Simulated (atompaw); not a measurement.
PBE PAW (atompaw) dataset for Fe (Z = 26), scalar-relativistic all-electron reference.

The input file (atompaw 4.2.0.5):

```
Fe 26
GGA-PBE scalarrelativistic loggrid 1500 logderivrange -2 5 176
4 4 3 0 0 0
4 0 1
4 1 0
3 2 7
0 0 0
c
c
c
v
c
c
v
v
2
3.00 2.95 1.95 1.80
y
1.25
n
y
0.4
n
y
0.85
n
custom rrkj gramschmidtortho sinc
3 1 troulliermartins
2.30
3.00
3.00
3.00
1.45
1.45
PWSCFOUT
UPFDX 0.0125d0 UPFXMIN -7.d0 UPFZMESH 26.d0
END
```

Command:

```bash
atompaw < Fe.input > Fe.log
```

Resulting log (summary file):

```
Completed calculations for Fe (AE)

 Exchange-correlation type: GGA, Perdew-Burke-Ernzerhof

 Radial integration grid is logarithmic
 r0 =   3.1899155E-04 h =   8.2937802E-03   n =      1500 rmax =   8.0000000E+01

 Scalar relativistic calculation

 AEatom converged in  43 iterations
   nz     =  26.00
   delta  =       5.895627498422E-17

 All Electron Orbital energies:
  n  l      occupancy      energy
  1  0      2.0000000E+00 -5.1408415E+02
  2  0      2.0000000E+00 -5.9878392E+01
  3  0      2.0000000E+00 -6.5767147E+00
  4  0      1.0000000E+00 -3.1276543E-01
  2  1      6.0000000E+00 -5.0969142E+01
  3  1      6.0000000E+00 -4.0898280E+00
  4  1      0.0000000E+00 -6.3765728E-02
  3  2      7.0000000E+00 -2.8037534E-01

 Total energy
   Total                    :    -2544.95769928745085

 ---
 Completed calculations for Fe (SC)

 Exchange-correlation type: GGA, Perdew-Burke-Ernzerhof

 Radial integration grid is logarithmic
 r0 =   3.1899155E-04 h =   8.2937802E-03   n =      1500 rmax =   8.0000000E+01

 Scalar relativistic calculation

 SCatom converged in   4 iterations
   nz     =  26.00
   delta  =       1.261826842739E-16

 Valence Electron Orbital energies:
  n  l      occupancy      energy
   4  0      1.0000000E+00 -3.1276543E-01
   4  1      0.0000000E+00 -6.3765728E-02
   3  2      7.0000000E+00 -2.8037534E-01

 Total energy
   Total                    :    -2544.95769928812933
   Valence                  :     -141.24701811876753

 PAW parameters:
       lmax =            2
         rc =    3.0218882185338609
        irc =         1105
   rc_shape =    2.9721706601439597
    rc_vloc =    1.9631461789704825
    rc_core =    1.8068708301055161
   Vloc: Norm-conserving Troullier-Martins with l= 3;e=   1.0000E+00
   Projector type: RRKJ pseudization + Gram-Schmidt ortho.
   Sinc^2 compensation charge shape zeroed at   2.9722E+00

 Number of basis functions     6
 No.   n  nodes  l      Energy         Cp coeff         Occ
  1    4    3    0   -0.3127654E+00  0.1000000E+01  0.1000000E+01
  2  999    4    0    0.1250000E+01  0.1888431E-02  0.0000000E+00
  3    4    2    1   -0.6376573E-01  0.1000000E+01  0.0000000E+00
  4  999    3    1    0.4000000E+00  0.5546221E-02  0.0000000E+00
  5    3    0    2   -0.2803753E+00  0.1000000E+01  0.7000000E+01
  6  999    1    2    0.8500000E+00  0.1138107E-01  0.0000000E+00

 Eigenvalues of overlap operator (in the basis of projectors):
    1        1.10405400E-01
    2        2.90566685E-01
    3        3.93385486E+00
    4        1.40870226E+01
    5        3.78528372E+01
    6        8.51303850E+01

 Orbital leakage outside PAW augmentation regions
   orb  is_core?  %out_of_sphere
   1 0    T           0.00
   2 0    T           0.00
   3 0    T           0.00
   4 0    F          48.82
   2 1    T           0.00
   3 1    T           0.02
   4 1    F          82.49
   3 2    F           4.47

 Summary of PAW energies
   Total valence energy     :   -141.24701930413624
   Smooth energy            :      8.08259187058609
   One center               :   -149.32961117472234
   Smooth kinetic           :     28.90537977882845
   Vloc energy              :    -14.41094540038381
   Smooth exch-corr         :     -6.68131714197383
   One-center xc            :   -104.79793502251475
```

Note: ghost state, extra bound levels that the all-electron valence spectrum of the same l lacks: s at -344.9 eV. A true bound ghost makes a file unfit for plane-wave use.

The run took about 15 s on one core of a shared server CPU.
